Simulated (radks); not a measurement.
The numbers below are computed, except where a source is named.
Q: Excited configurations of neutral lutetium: one electron is placed in a higher orbital outside [Xe] 4f14 6s2. The ground configuration is [Xe] 4f14 5d1 6s2. Level of theory: Dirac Kohn-Sham, PBE, spin-unpolarised, spherical densities, point nucleus; open shells are shared between the two j in proportion to 2j + 1 (a radial shooting solver on a logarithmic mesh with Libxc functionals). Excitation = E - E(ground); binding = E(ion) - E, where the ion is the core of charge +1; n* = 1/sqrt(2 binding) in atomic units, and the quantum defect is n - n*. Eigenvalue and <r> are those of j = l + 1/2.

outer orbital  excitation (eV)  binding (eV)     n*  quantum defect  eigenvalue (eV)  <r> (bohr)
5f                       4.332         0.926  3.833           1.167           -0.428       16.84
6f                       4.608         0.650  4.575           1.425           -0.367       28.29
7s                       2.859         2.399  2.381           4.619           -1.407       9.062
7p                       3.534         1.724  2.809           4.191           -0.966       11.92

Estimate the row for 7d.

A: excitation (eV) 4.285; binding (eV) 0.973; n* 3.738; quantum defect 3.262; eigenvalue (eV) -0.547; <r> (bohr) 20.08. The Delta-SCF ionisation energy is 5.258 eV (NIST Atomic Spectra Database: 5.426 eV, measured). Self-interaction in the functional shifts the binding energies and quantum defects, so they are the method's values and not measured ones. Spin polarisation and multiplet splitting are left out, so open shells lie too high by an amount that depends on their filling. Sharing an open shell by 2j + 1 raises it above the true ground level by a part of the spin-orbit splitting, which enters the differences from NIST.

Beside tabulated values, note that spin-unpolarised runs miss the spin-polarisation part of the exchange energy of open shells.
